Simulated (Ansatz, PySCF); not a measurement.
Gas-phase reaction (SMILES): [Br][In][Br] -> [Br][In] + Br atom; the Br-In bond at the site shown breaks (other sites are not compared here).

Structures are relaxed separately at B3LYP-D3(BJ)/def2-TZVP in Ansatz (an electronic-structure program). Correlated levels leave the core frozen unless marked. Open shells are spin-unrestricted. No spin-orbit coupling. The frozen core is the preceding noble-gas configuration, with the filled d and f shells of earlier blocks. Past Kr the def2 sets carry scalar-relativistic core potentials. Basis-set limits of correlation are two-point, X^-3; Hartree-Fock from the larger set. The bracket is a focal-point correction in the basis named. A spin state is the lowest found, not a proven ground state. Thermal terms are rigid-rotor harmonic-oscillator values from B3LYP-D3(BJ) frequencies (PySCF) at 298.15 K and 1 atm. 1 Eh = 627.5095 kcal/mol. Atoms have translation alone.

```
species       E, RI-MP2/CBS(def2-TZVPPD,def2-QZVPPD)+[CCSD(T)-MP2]/def2-TZVPPD (Ansatz) (Eh)  E, PBE/def2-TZVPD (Ansatz) (Eh)  H - E (Eh)
------------  ------------------------------------------------------------------------------  -------------------------------  ----------
[Br][In][Br]                                                                     -5334.73971                      -5337.77847     0.00678
[Br][In]                                                                         -2762.04415                      -2763.99615     0.00433
Br atom                                                                          -2572.63320                      -2573.72119     0.00236
```

**Question.** Work out ΔE and ΔH at 298.15 K at the first level, then ΔH at the second.

**Answer.** 
1. ΔE = [(-2762.04415) + (-2572.63320)] - [(-5334.73971)] = 0.06236 Eh = 39.1 kcal/mol at RI-MP2/CBS(def2-TZVPPD,def2-QZVPPD)+[CCSD(T)-MP2]/def2-TZVPPD.
2. The terms H - E add up to -0.00009 Eh, so ΔH = (0.06236 + (-0.00009))×627.5095 = 39.1 kcal/mol.
3. At PBE/def2-TZVPD the same steps give ΔE = 38.4 and ΔH = 38.3 kcal/mol, a shift of -0.8 from the first level.
4. These values are not checked against measurement here, since the tables used lack a sound gas-phase enthalpy of formation for at least one species.
